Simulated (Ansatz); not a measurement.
GeI4, charge -1, doublet, at a GFN2-xTB geometry (a state made from the parent by changing its charge; the spin is typed, not shown lowest) (core potentials on I) (a gas-phase anion, which may not be bound at this level); BHLYP/def2-SVP (Ansatz, an electronic-structure program).

Ansatz was given this input:
Ansatz 0.2 input:
```yaml
crystal:
  periodic: [false, false, false]
  atoms:
    - {symbol: I, position_ang: [-1.01498190, 2.44307870, -0.83070020]}
    - {symbol: Ge, position_ang: [-0.00000000, -0.00000000, -0.00000000]}
    - {symbol: I, position_ang: [-1.89317457, -1.98061983, -0.42652050]}
    - {symbol: I, position_ang: [0.61477469, 0.12473657, 2.70099564]}
    - {symbol: I, position_ang: [2.29338179, -0.58719544, -1.44377495]}
basis:
  gaussian:
    orbitals: def2-SVP
hamiltonian:
  xc: {name: BHLYP}
total_charge: -1
magnetization: {spin_polarized: true, initial_magnetization: 1}
```

The log (banner, timings and long lists left out):

```
Functional definition: BHLYP
1649 factors; integrals over basis functions are off by at most 1.8e-4 eV
mean field evaluation 1: about -88913.1999 eV, gradient 1.8e1 eV
mean field evaluation 2: about -88910.9451 eV, gradient 2.8e1 eV
mean field evaluation 4: about -88915.3538 eV, gradient 3.4e-1 eV
mean field evaluation 8: about -88915.4005 eV, gradient 2.7e-2 eV
mean field evaluation 16: about -88915.4005 eV, gradient 3.0e-5 eV
mean field -88915.40053138 eV, -3267.5807005052 hartree, gradient 2.4e-5 eV, S^2 0.765603; 0 other end points of the search recorded, 0 dependent functions left out
reference -88915.40073683 eV, -3267.5807080552 hartree; 67, 66 occupied and 69, 70 virtual orbitals, 1649 factors
Total energy: -88915.40073683 eV, -3267.5807080552 hartree
```
